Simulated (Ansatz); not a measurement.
Ligand-field states of trans-CoF2(H2O)4 (CoO₄F₂H₈) at its r2SCAN-D4/def2-SVP geometry (relaxed as a quartet).

Cartesian coordinates in Å:
```
Co 0.000 -0.001 -0.002
F -1.326 -1.214 -0.810
F 1.328 1.211 0.807
O 0.663 -2.042 0.378
H 1.370 -2.341 -0.210
H -0.186 -2.170 -0.137
O -0.663 2.043 -0.374
H 0.188 2.168 0.138
H -1.367 2.338 0.219
O -0.405 -0.004 2.108
H 0.422 0.545 2.081
H -0.112 -0.884 2.390
O 0.403 0.008 -2.111
H 0.107 0.887 -2.393
H -0.423 -0.543 -2.086
```

CASSCF(7,5) on the Co 3d shell in def2-SVP, averaged with equal weights over 10 quartets and 12 doublets, then SC-NEVPT2; Ansatz, no spin–orbit coupling. The space holds no ligand orbitals and no second d shell, so covalent complexes are described poorly.

Estimate the states' energies above the lowest.


```
     state  CASSCF (cm⁻¹)  NEVPT2 (cm⁻¹)
 quartet 1              0              0
 quartet 2            862            984
 quartet 3           2054           2377
 quartet 4           6143           7295
 quartet 5           6653           7831
 quartet 6           7670           9033
 quartet 7          13291          15580
 quartet 8          21227          19518
 quartet 9          25178          24048
quartet 10          27078          26135
 doublet 1          14748          11863
 doublet 2          18076          15877
 doublet 3          19554          18017
 doublet 4          20151          18888
 doublet 5          20595          19347
 doublet 6          21373          20384
 doublet 7          21870          21047
 doublet 8          22548          21638
 doublet 9          24814          23049
doublet 10          25428          24618
doublet 11          25802          23244
doublet 12          27055          25055
```
The lowest NEVPT2 state is a quartet. Hardware: 4 threads of Arm Neoverse V1 on a shared host. Wall time 41 s, peak host memory 1 GiB.
